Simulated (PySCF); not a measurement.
Compound: C₄H₅FSi.
SMILES with atom numbers: `[F:1][C:2]1=[CH:3][CH:4]=[CH:5][SiH2:6]1` (hydrogens: H7 on C3; H8 on C4; H9 on C5; H10, H11 on Si6)

Method: PySCF, PBE0-D3(BJ)/def2-SVP geometry optimisation, gas phase; density fitting, grid level 1; the optimiser is geomeTRIC in internal coordinates, started from a GFN2-xTB structure with every atom displaced at random (about 0.01 Å).

Step 0: E = -14803.9285 eV
```
atom  x, y, z in Å  |  force x, y, z in eV/Å
F1     -2.0924    1.4790   -0.3479   -0.841   0.393  -0.154
C2     -1.0012    0.7688   -0.1647   -0.775  -0.341  -0.193
C3      0.1599    1.3302    0.1320    1.979   0.035   0.394
C4      1.2990    0.3816    0.3026   -2.406  -0.731  -0.560
C5      0.9688   -0.9244    0.1302    0.272   0.323   0.136
Si6    -0.8583   -1.1159   -0.2802    1.013   0.909   0.600
H7      0.3531    2.3904    0.2591   -0.303   0.374  -0.042
H8      2.2667    0.7538    0.5473    1.019   0.261   0.256
H9      1.7149   -1.6830    0.2644    0.496  -0.647   0.016
H10    -1.6455   -1.7951    0.7624   -0.234  -0.243   0.153
H11    -1.1267   -1.6113   -1.6209   -0.220  -0.334  -0.606
```

Task: Estimate the geometry and energy of step 1. (The exact step hangs on the optimiser's Hessian estimate; all steps are aligned on step 0, rigid shifts and turns removed.)

Result: E = -14804.0730 eV, largest force 0.544 eV/Å
```
atom  x, y, z in Å  |  force x, y, z in eV/Å
F1     -2.1335    1.5140   -0.3519    0.246  -0.149   0.037
C2     -1.0242    0.7990   -0.1647    0.030   0.083   0.014
C3      0.1755    1.3395    0.1316   -0.345   0.012  -0.062
C4      1.2636    0.3632    0.2978    0.509   0.128   0.143
C5      1.0016   -0.9529    0.1448   -0.202  -0.051  -0.047
Si6    -0.8194   -1.0861   -0.2623   -0.029  -0.040  -0.048
H7      0.3304    2.4151    0.2460    0.049   0.023   0.004
H8      2.2717    0.7363    0.5519   -0.260  -0.071  -0.071
H9      1.7656   -1.7239    0.2662   -0.033   0.042  -0.020
H10    -1.6497   -1.8091    0.7453    0.004   0.007   0.021
H11    -1.1435   -1.6208   -1.6204    0.031   0.016   0.029
```

The energy changes by -0.1446 eV. The first-order estimate −F·Δx gives -0.3460 eV and the mean of the old and new forces, exact on a quadratic surface, -0.1458 eV. The step makes an angle of 52° with the force vector and moves no atom by more than 0.065 Å.

What follows is the cost of the whole optimisation. On one thread of an Arm Neoverse V1, no GPU, shared host, this took 33 s of wall time and 0.47 GiB of memory at its peak.
